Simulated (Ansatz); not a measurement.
Start from `C=[C](S)[AlH][OH]` and change one atom or group to get `C=CS`.

Ansatz, PBE0-D4/def2-TZVP geometries, multiplicity 1. Each molecule was computed in one conformer, which needn't be the lowest.

```tsv
property	`C=[C](S)[AlH][OH]`
HOMO energy (PBE/def2-TZVPP) / eV	-5.41
HOMO–LUMO gap (PBE0/def2-TZVPP) / eV	5.20
HOMO–LUMO gap (ωB97M-V/def2-TZVPP) / eV	9.05
LUMO energy (PBE/def2-TZVPP) / eV	-2.06
HOMO energy (ωB97M-V/def2-TZVPP) / eV	-8.57
HOMO–LUMO gap (PBE/def2-TZVPP) / eV	3.34
```

(1) What does the change do to each property? (Best estimate.)

## Answers

(1) The calculation gave: 
```csv
property,`C=CS`,shift
HOMO energy (PBE/def2-TZVPP) / eV,-5.44,-0.03
HOMO–LUMO gap (PBE0/def2-TZVPP) / eV,6.55,1.35
HOMO–LUMO gap (ωB97M-V/def2-TZVPP) / eV,10.76,1.71
LUMO energy (PBE/def2-TZVPP) / eV,-0.94,1.12
HOMO energy (ωB97M-V/def2-TZVPP) / eV,-8.64,-0.07
HOMO–LUMO gap (PBE/def2-TZVPP) / eV,4.50,1.16
```

With PBE0 the HOMO falls by 0.06 eV and the LUMO rises by 1.31 eV, so the gap widens by about 1.37 eV. PBE moves the HOMO by -0.03 eV and ωB97M-V by -0.07 eV.
